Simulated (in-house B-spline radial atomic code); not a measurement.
Checks on a self-consistent run for neutral oxygen, [He] 2s2 2p3 6d1. Computed with an all-electron radial atomic-structure program (B-spline basis): Dirac-Hartree-Fock, average of configuration, Fermi nucleus of rms radius 2.6991 fm.

| orbital | q | ε (Eh) | <1/r> | <r²> | small-component weight |
| --- | --- | --- | --- | --- | --- |
| 1s1/2 | 2 | -21.37041 | 7.6574 | 0.0529559 | 0.00077902 |
| 2s1/2 | 2 | -1.79056 | 1.32535 | 1.41167 | 9.0876e-05 |
| 2p1/2 | 1 | -1.21692 | 1.21323 | 1.51673 | 7.9481e-05 |
| 2p3/2 | 2 | -1.21535 | 1.21155 | 1.51977 | 7.9362e-05 |
| 6d3/2 | 0.4 | -0.01394 | 0.0280832 | 2908.75 | 3.7839e-07 |
| 6d5/2 | 0.6 | -0.01394 | 0.0280833 | 2908.74 | 3.784e-07 |

Electron-electron repulsion V_ee = 24.3199 hartree.

Q: What total energy follows from the eigenvalues?

A: The eigenvalues count the repulsion twice, so E = Σqε - V_ee = -49.984 - 24.320 = -74.303 hartree; the run printed -74.303.

Q: Does the Dirac virial theorem hold?

A: For a point nucleus E = -2c²Σq·w, with w the small-component weight. Here Σq·w = 0.0019784 and c = 137.0360, so the ratio E/(-2c²Σq·w) is 1.000000.

Q: What diamagnetic shielding (Lamb formula) and susceptibility (Langevin formula) do the radii give?

A: σ = (α²/3)Σq<1/r> = 21.6299/(3·137.036²) = 383.94 ppm, and χ = -0.79199×10⁻⁶·Σq<r²> = -2310×10⁻⁶ cm³/mol with Σq<r²> = 2916.2 bohr². Both are non-relativistic formulas without the paramagnetism of open shells.
